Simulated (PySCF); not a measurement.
Computed IR spectrum (relative IR intensity) of a molecule C2H8O2Si. Geometry optimised at PBE0-D3(BJ)/def2-SVP. One conformer was computed; it need not be the lowest. Level of theory: PBE0-D3(BJ)/def2-SVP in PySCF 2.14.0. Frequencies are harmonic and unscaled.

Lines under 2 % of the strongest are left out, and lines within 2 cm⁻¹ are merged.

ν (cm⁻¹): 156 (vw), 289 (vw), 344 (m), 419 (w), 483 (s), 573 (w), 702 (w), 732 (w), 837 (m), 892 (m), 920 (w), 963 (vs), 971 (s), 999 (m), 1088 (m), 1120 (w), 1239 (w), 1285 (w), 1378 (vw), 1402 (w), 1456 (vw), 2188 (s), 2249 (s), 3040 (w), 3074 (vw), 3130 (w), 3149 (w), 3842 (m), 3851 (w) (against the strongest line: vs over 80 %, s over 45 %, m over 15 %, w over 4 %, vw less)

Task: Pick the molecule that these values belong to.
(A) OC[SiH2]CO
(B) CC[SiH](O)O
(C) C[C@H](O)[SiH2]O
(D) C[Si@H](O)CO

Result: C, C[C@H](O)[SiH2]O
